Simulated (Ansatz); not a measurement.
Cost and result for the atomization energy of C3H7FSi (`C[Si@H]1C[C@H]1F`) (12 atoms, 12 bonds).

Cartesian coordinates in Å:
```
C 0.582 0.238 -1.745
Si -0.616 0.301 -0.326
C -0.449 -0.962 1.025
C 0.024 0.439 1.415
F 1.370 0.552 1.687
H 0.717 1.228 -2.185
H 0.235 -0.441 -2.527
H 1.552 -0.112 -1.386
H -1.950 0.877 -0.617
H -1.271 -1.387 1.591
H 0.368 -1.665 0.879
H -0.561 0.932 2.188
```

Total charge 0; spin multiplicity 1. The geometry is a stationary point of PBE0-D4/def2-TZVP. Program: Ansatz. All runs use 4 threads of an Arm Neoverse V2 on a shared host. Times are those of one run each, without the atoms' runs, and a repeat can differ threefold. Electronic energies, without spin–orbit coupling; frozen cores. CCSD(T)/CBS adds CCSD(T) − MP2 in def2-TZVPP to the MP2 limit, and its time is that of the two runs behind it. T1 = 0.011. B3LYP takes the VWN-RPA correlation (the form of Gaussian; ORCA's B3LYP/G).

CCSD(T)/CBS is a level of theory with its own doubt, some kJ/mol a heavy atom from the limit and from the frozen cores, so smaller differences don't rank the functionals.

```tsv
level	functions	wall time
PBE-D4/def2-TZVPP (with forces)	264	2.1 s
PBE0-D4/def2-TZVPP	264	2.5 s
r2SCAN-D4/def2-TZVPP (with forces)	264	4.1 s
B3LYP-D4/def2-TZVPP (with forces)	264	4.2 s
B2PLYP/def2-TZVPP	264	4.4 s
ωB97X-V/def2-TZVPP	264	6.5 s
ωB97M-V/def2-TZVPP (with forces)	264	9.5 s
MP2/def2-QZVPP	508	21 s
CCSD(T)/def2-TZVPP	264	2.5 min
CCSD(T)/CBS(def2)	–	2.8 min
```

What atomization energy does each give, and how far from CCSD(T)/CBS? (Estimate.)

Computed: 
| level | atomization (kJ/mol) | difference from CCSD(T)/CBS | per bond |
| --- | --- | --- | --- |
| PBE-D4/def2-TZVPP (with forces) | 4586.3 | 98.9 | 8.2 |
| PBE0-D4/def2-TZVPP | 4516.8 | 29.4 | 2.5 |
| r2SCAN-D4/def2-TZVPP (with forces) | 4513.3 | 25.9 | 2.2 |
| B3LYP-D4/def2-TZVPP (with forces) | 4487.1 | -0.3 | 0.0 |
| B2PLYP/def2-TZVPP | 4441.2 | -46.2 | -3.8 |
| ωB97X-V/def2-TZVPP | 4510.7 | 23.3 | 1.9 |
| ωB97M-V/def2-TZVPP (with forces) | 4509.3 | 21.9 | 1.8 |
| MP2/def2-QZVPP | 4505.8 | 18.4 | 1.5 |
| CCSD(T)/def2-TZVPP | 4377.8 | -109.6 | -9.1 |
| CCSD(T)/CBS(def2) | 4487.4 | 0.0 | 0.0 |

From PBE to PBE0 (25 % exact exchange), in def2-TZVPP and without D4, the atomization energy moves by −65.9 kJ/mol: exact exchange takes away binding that semilocal exchange gives to molecules. The D4 term adds +35.8 kJ/mol with B3LYP and +18.8 kJ/mol with PBE0; it sums over pairs of atoms, weighted by their polarisabilities, and B3LYP, whose exchange is more repulsive, gets the larger term. In def2-TZVPP, CCSD(T) changes the Hartree–Fock value by +1067.1 kJ/mol (the triples alone add +62.5 kJ/mol) and MP2 by +1130.1 kJ/mol; breaking electron pairs costs correlation energy, which Hartree–Fock lacks.
